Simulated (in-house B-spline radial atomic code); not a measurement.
Successive ionisation energies of neodymium; each step leads to the configuration of the next row (after the last: [Ar] 3d10). NIST's values go from ground level to ground level; the uncertainty of those that are theory runs from under 0.1 % in few-electron ions to several per cent in heavy many-electron ones. Computed with a B-spline radial code for spherical atoms: non-relativistic Hartree-Fock, average of the configuration, point nuclei.

This level leaves out relativity, spin-orbit splitting included, which matters for heavy ions.

| ion | configuration | ionisation energy (eV) | tabulated value (eV) | tabulated kind | computed minus tabulated (eV) | highest orbital | largest mean radius (bohr) |
| --- | --- | --- | --- | --- | --- | --- | --- |
| Nd20+ | [Kr] 4d4 | 600.4 | 602 | tabulated theory | -1.6 | 4d | 0.61656 |
| Nd21+ | [Kr] 4d3 | ? | ? | tabulated theory | ? | ? | ? |
| Nd22+ | [Kr] 4d2 | 674.8 | 678 | tabulated theory | -3.2 | 4d | 0.60228 |
| Nd23+ | [Kr] 4d1 | ? | ? | tabulated theory | ? | ? | ? |
| Nd24+ | [Ar] 3d10 4s2 4p6 | 855.0 | 859 | tabulated theory | -4.0 | 4p | 0.58746 |
| Nd25+ | [Ar] 3d10 4s2 4p5 | 893.8 | 896 | tabulated theory | -2.2 | 4p | 0.5824 |
| Nd26+ | [Ar] 3d10 4s2 4p4 | 933.1 | 939 | tabulated theory | -5.9 | 4p | 0.57778 |
| Nd27+ | [Ar] 3d10 4s2 4p3 | 972.9 | 978 | tabulated theory | -5.1 | 4p | 0.57327 |
| Nd28+ | [Ar] 3d10 4s2 4p2 | ? | ? | tabulated theory | ? | ? | ? |
| Nd29+ | [Ar] 3d10 4s2 4p1 | 1053.7 | 1092 | tabulated theory | -38.3 | 4p | 0.56449 |
| Nd30+ | [Ar] 3d10 4s2 | 1147.0 | 1191 | tabulated theory | -44.0 | 4s | 0.56045 |
| Nd31+ | [Ar] 3d10 4s1 | 1190.4 | 1238.42 | semi-empirical | -48.0 | 4s | 0.55633 |

(1) Fill in the row of Nd21+.

(2) Fill in the row of Nd23+.

(3) Fill in the row of Nd28+.

Answers

(1) ionisation energy (eV): 637.3; tabulated value (eV): 638; computed minus tabulated (eV): -0.7; highest orbital: 4d; largest mean radius (bohr): 0.60932.

(2) ionisation energy (eV): 713.0; tabulated value (eV): 714; computed minus tabulated (eV): -1.0; highest orbital: 4d; largest mean radius (bohr): 0.59544.

(3) ionisation energy (eV): 1013.1; tabulated value (eV): 1049; computed minus tabulated (eV): -35.9; highest orbital: 4p; largest mean radius (bohr): 0.56884.
